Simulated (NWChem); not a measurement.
System: C2H5ClSi; SMILES C=C([SiH3])Cl

Here is an NWChem input.

```
start job
memory heap 200 mb stack 900 mb global 1100 mb
geometry units angstroms noautosym nocenter noautoz
  C      1.801764     0.296516     0.000000
  C      0.467818     0.114921     0.000000
  Si    -0.430106    -1.547477     0.000000
  Cl    -0.621908     1.499465     0.000000
  H      2.470446    -0.578725     0.000000
  H      2.258444     1.299341     0.000000
  H     -1.297783    -1.650331    -1.221856
  H      0.593730    -2.648830     0.000000
  H     -1.297783    -1.650331     1.221856
end
basis spherical
  C library 6-31g*
  Si library 6-31g*
  Cl library 6-31g*
  H library 6-31g*
end
dft
  xc pbe0
  iterations 150
end
cosmo
  do_cosmo_smd true
  solvent dmso
end
task dft energy
```

Structure relaxed at the PBE-D3(BJ)/def2-SVP level. Solvent: dimethyl sulfoxide.

Level: PBE0/6-31G* with SMD (1 M gas to 1 M solution), gas-phase geometry. Reactions with the solvent are ignored.

### Question
Predict the main results of this run. (PBE0/6-31G* (spherical d), SMD on the gas-phase geometry.) Quantities: solvation free energy (kcal/mol); cavity-dispersion-structure term (kcal/mol); dipole in solution (D).

### Answer
| Quantity | Result |
|---|---|
| solvation free energy (kcal/mol) | -0.9 |
| cavity-dispersion-structure term (kcal/mol) | 1.3 |
| dipole in solution (D) | 2.25 |
